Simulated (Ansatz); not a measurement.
A nudged elastic band was laid between two geometries of CH$_{10}$AsNSi$_{2}$ (15 atoms, charge 0, multiplicity 1).

These are results of Ansatz 0.2.0, RKS PBE/def2-SVP, not measurements.

```json
{
  "movable images": "5",
  "climbing image": "yes",
  "spring": "5.0 eV/Å²",
  "optimiser": "quadratic models (default)",
  "start path": "IDPP",
  "force threshold": "0.03 eV/Å",
  "iteration limit": "60",
  "end points": "relaxed"
}
```

Image 0:

```xyz
15
Properties=species:S:1:pos:R:3
N -1.485 0.510 1.813
Si -0.706 0.483 0.241
As 0.774 2.292 -0.378
C 0.278 -1.129 0.097
Si 0.847 -1.624 -1.641
H -2.205 1.226 1.952
H -0.873 0.495 2.636
H -1.828 0.522 -0.765
H -0.191 3.322 0.243
H 1.541 2.159 0.955
H -0.366 -1.941 0.502
H 1.174 -1.072 0.754
H 1.788 -0.596 -2.211
H -0.334 -1.752 -2.566
H 1.565 -2.948 -1.603
```

Image 6:

```xyz
15
Properties=species:S:1:pos:R:3
N -1.464 0.962 1.727
Si -0.711 0.549 0.202
As 0.841 2.259 -0.447
C 0.207 -1.120 0.126
Si 0.830 -1.665 -1.579
H -2.304 0.448 2.010
H -0.870 1.145 2.540
H -1.833 0.502 -0.803
H 0.009 3.331 0.280
H 1.682 1.994 0.822
H -0.487 -1.905 0.503
H 1.070 -1.096 0.828
H 1.845 -0.690 -2.115
H -0.313 -1.742 -2.557
H 1.477 -3.024 -1.507
```

**Question.** Which bonds break or form, and what moves?

**Answer.** No bond is made or broken. The height of N1 over the plane of its neighbours goes from -0.30 to 0.25 Å.

**Question.** Give the energies along the band, and the barrier.

**Answer.** The forces met the threshold. The highest image is number 3 of 0 to 6, 0.050 eV above the first end and 0.009 eV above the last; the last end lies 0.041 eV above the first. A vibrational analysis at the climbing image gives one clearly imaginary mode, 251i cm⁻¹: a first-order saddle point.

```tsv
image	path coordinate (Å)	energy (eV)	height of N1 over the plane of its neighbours (Å)
0	0.00	0.000	-0.30
1	0.33	0.005	-0.29
2	0.66	0.024	-0.22
3	0.99	0.050	0.04
4	1.13	0.047	0.16
5	1.28	0.042	0.22
6	1.42	0.041	0.25
```

**Question.** What is the geometry of the highest image?

**Answer.** 
```xyz
15
Properties=species:S:1:pos:R:3:forces:R:3
N -1.418 0.809 1.797 0.01 0.00 -0.01
Si -0.696 0.519 0.243 0.00 0.00 0.00
As 0.842 2.242 -0.432 0.00 0.00 -0.01
C 0.240 -1.132 0.105 0.00 0.00 0.00
Si 0.830 -1.639 -1.624 0.00 0.00 0.00
H -2.418 0.703 1.964 0.00 0.00 0.00
H -0.887 0.997 2.647 -0.01 0.00 0.00
H -1.849 0.503 -0.727 0.00 0.00 0.00
H -0.009 3.320 0.265 0.00 0.00 0.00
H 1.674 2.017 0.849 0.00 0.00 0.00
H -0.436 -1.928 0.491 0.00 0.00 0.00
H 1.121 -1.110 0.783 0.00 0.00 0.00
H 1.826 -0.648 -2.164 0.00 0.00 0.00
H -0.332 -1.708 -2.579 0.00 0.00 0.00
H 1.489 -2.994 -1.589 0.00 0.00 0.00
```

**Question.** What are the harmonic wavenumbers there?

**Answer.** 251i, 28, 92, 104, 123, 141, 180, 241, 248, 328, 468, 525, 532, 581, 657, 692, 719, 735, 804, 836, 874, 900, 913, 918, 952, 979, 1023, 1328, 1471, 2107, 2135, 2150, 2153, 2163, 2167, 2974, 3037, 3523, 3629 cm⁻¹.

Run time: 81 s on 2 threads of Intel(R) Xeon(R) 6975P-C (Granite Rapids) (shared host), peak memory 0.23 GiB.
